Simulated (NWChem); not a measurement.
# AlHCl2; SMILES [Cl][AlH][Cl]

```xyz
4

Al     0.0000     0.0000    -0.7337
H      0.0000     0.0000    -2.3116
Cl    -1.8059     0.0000     0.3485
Cl     1.8059     0.0000     0.3485
```
Atoms are numbered in this order, from 1.

Results from NWChem. Pople sets run with spherical d functions. All runs use the structure optimised with PBE-D3(BJ)/def2-SVP. Total energies compare along this basis series because the functional is fixed.

```
level            basis functions  energy (Ha)  highest occupied level (eV)  orbital gap (eV)  dipole (D)
---------------  ---------------  -----------  ---------------------------  ----------------  ----------
PBE0/STO-3G                   28   -1150.2615                        -6.85              9.38        2.56
PBE0/3-21G                    41   -1157.3550                        -9.47              7.44        2.02
PBE0/6-31G*                   56   -1163.0874                        -9.33              7.74        1.40
PBE0/6-31+G*                  68   -1163.0902                        -9.40              7.71        1.42
PBE0/6-311G**                 84   -1163.1666                        -9.45              7.72           …
PBE0/6-311++G**               97   -1163.1693                        -9.41              7.70        1.41
```

**Question.** Some entries are withheld; supply them.

**Answer.** 
- PBE0/6-311G**, dipole (D): 1.52
